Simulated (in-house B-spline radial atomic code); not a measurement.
## LDA VWN5 excitations of Mn7+

Method: LDA VWN5. Computed with a B-spline radial code for spherical atoms: linear response of the closed shell [Ne] 3s2 3p6 with the functional's adiabatic kernel; scalar-relativistic (spin-free one-electron X2C), finite nucleus, no spin-orbit coupling, no double excitations, S, P, D and F terms only. Only terms of natural parity with L up to 3 were computed.

Command:
```bash
python run_td.py task.json out
```
Settings (radii: box in bohr, nucleus in fm):
```
Z                        25
electrons                18
configuration            [Ne] 3s2 3p6
hamiltonian              x2c
method                   lda,vwn
box_radius               12.81
rms_radius               3.7057
intervals                70
```

Cost of the run: 0.6 s on 1 thread of Arm Neoverse N1 (shared host).

The lowest states, in the order of their Tamm-Dancoff energies; the method's threshold (minus the highest occupied level) is 182.85 eV. Labels give the largest channel, * marks a mixed state, and oscillator strengths are full-response dipole values. Semilocal kernels can invert the small singlet-triplet splittings of Rydberg terms. Energies in eV:

| state | full response | Tamm-Dancoff | oscillator strength |
| --- | --- | --- | --- |
| 3p → 3d 3P | 47.09 | 47.21 | - |
| 3p → 3d 3F | 48.25 | 48.33 | - |
| 3p → 3d 1F | ? | ? | - |
| 3p → 3d 1P | 66.50 | 69.45 | 3.15 |
| 3s → 3d 3D | 81.11 | 81.15 | - |
| 3s → 3d 1D | 85.98 | 86.13 | - |
| 3p → 4s 3P | 97.42 | 97.43 | - |
| 3p → 4s 1P | ? | ? | ? |
| 3p → 4p 3S | 106.94 | 106.96 | - |
| 3p → 4p 3D | 107.79 | 107.80 | - |

Problem. Where does 3p → 3d 1F lie?

Solution. At 52.00 eV in full response, 52.05 eV in Tamm-Dancoff.

Problem. Where does 3p → 4s 1P lie?

Solution. At 98.33 eV in full response, 98.38 eV in Tamm-Dancoff, oscillator strength 0.284.

Problem. How large is the singlet-triplet splitting of 3p → 3d (F terms) in Tamm-Dancoff?

Solution. 3.72 eV, from the unrounded values.

Problem. What polarisabilities and dispersion coefficient does the method give?

Solution. Dipole 0.6271 bohr³, quadrupole 0.4611 bohr⁵, C6 0.8304 hartree·bohr⁶ for two such species.
